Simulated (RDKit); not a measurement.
Job for RDKit: UFF on CH3BrTe (SMILES C[Te]Br), a point of a torsion scan.

```python
from rdkit import Chem
from rdkit.Chem import AllChem, rdDetermineBonds

blocks = [
'''6

C    -0.69322062   -0.04627561    0.01324649
Te    0.97825024    1.31369879   -0.06031256
Br    2.61246475   -0.41205053    0.63775273
H    -0.81427626   -0.44874831    1.01152686
H    -1.56989378    0.52806848   -0.25416685
H    -0.56017380   -0.85498458   -0.69496169
''',
]
mol = None
for b in blocks:
    f = Chem.MolFromXYZBlock(b)
    rdDetermineBonds.DetermineBonds(f, charge=0)
    mol = f if mol is None else Chem.CombineMols(mol, f)
Chem.SanitizeMol(mol)
print(Chem.MolToSmiles(Chem.RemoveHs(mol)))
ff = AllChem.UFFGetMoleculeForceField(mol, vdwThresh=100.0, ignoreInterfragInteractions=False)
e = ff.CalcEnergy()
print(f'UFF energy {e:.6f} kcal/mol')
```

Program output:

```
C[Te]Br
UFF energy 1.931997 kcal/mol
```

The run finished.

Cost: roughly 0.010 core-seconds.
